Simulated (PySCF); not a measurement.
Species: C6H10O4Si.
Structure used (GFN2-xTB), in Å, numbered top down from 1:
```
atom  x, y, z in Å
O1     2.237   -1.560    0.643
C2     2.127   -0.566   -0.020
O3     3.080    0.310   -0.210
Si4    4.619    0.123    0.424
C5     0.841   -0.195   -0.779
O6     0.783   -0.120   -1.977
O7    -0.149    0.015    0.070
C8    -1.437    0.325   -0.467
C9    -2.344    1.068    0.519
C10   -3.457    0.047    0.235
C11   -2.434   -0.845   -0.487
H12    4.514    0.092    1.878
H13    5.191   -1.105   -0.111
H14    5.190    1.351   -0.106
H15   -1.308    0.813   -1.436
H16   -1.954    1.000    1.532
H17   -2.557    2.107    0.280
H18   -4.223    0.434   -0.433
H19   -3.933   -0.390    1.109
H20   -2.710   -1.216   -1.470
H21   -2.083   -1.671    0.128
```

Probes without a nucleus sit at each ring's centroid and 1 Å off its mean plane on both sides; NICS is minus the shielding there, NICSzz its component along the normal. Level: GIAO PBE0/pcSseg-1 (PySCF, non-relativistic, gas phase) on the GFN2-xTB geometry, one conformer.

Ring bond lengths (Å), with Mayer bond orders in brackets: C8–C9 1.532 (1.02), C9–C10 1.538 (1.05), C10–C11 1.537 (1.05), C11–C8 1.537 (1.03).

Task: Give the NICS values of each ring in ppm.

Result: 
| ring | type | NICS(0) | NICS(1), two faces | NICS(1)zz, two faces | rms pucker (Å) | centre to ring atoms, mean (Å) |
| --- | --- | --- | --- | --- | --- | --- |
| C8–C9–C10–C11 | 4-membered carbocycle; formal bonds all single | -0.5 | -1.4 / 0.1 | 1.1 / 5.2 | 0.08 | 1.08 |

Task: What do they say, and how far can they be read as aromaticity?

Result: 
- C8–C9–C10–C11: mean NICS(1)zz 3.1 ppm, deshielded. C8, C9, C10, C11 have four or more neighbours, and the NICS criterion for π rings isn't applied. The two faces differ by 4.1 ppm, so no symmetry operation interchanges them.

Task: What is the mean of the two in-plane components of NICS at the first NICS(1) probe listed for ring C8–C9–C10–C11, 1 Å off the ring?

Result: The isotropic value is a third of the trace: (3 × -1.4 − (1.1))/2 = -2.6 ppm.

Task: What are the shieldings of the ring atoms and their hydrogens in the same run (means over atoms taken as equivalent)?

Result: 
| atoms | environment | σ isotropic (ppm) | principal values of the symmetric part, first atom (ppm) |
| --- | --- | --- | --- |
| C8 | sp3 carbon bound to oxygen | 118.0 | 78.8, 120.1, 155.0 |
| C9 (×2) | four-membered-ring carbon | 156.0 | 137.8, 153.6, 180.6 |
| C10 | four-membered-ring carbon | 173.9 | 163.1, 173.7, 184.9 |
| H15 | methine hydrogen | 25.99 | 21.9, 27.4, 28.7 |
| H16 (×2) | methylene hydrogen | 29.27 | 26.1, 28.2, 33.2 |
| H17 (×2) | methylene hydrogen | 29.20 | 25.6, 26.8, 35.4 |
| H18 | methylene hydrogen | 29.96 | 26.7, 27.1, 36.0 |
| H19 | methylene hydrogen | 29.78 | 25.9, 26.9, 36.6 |
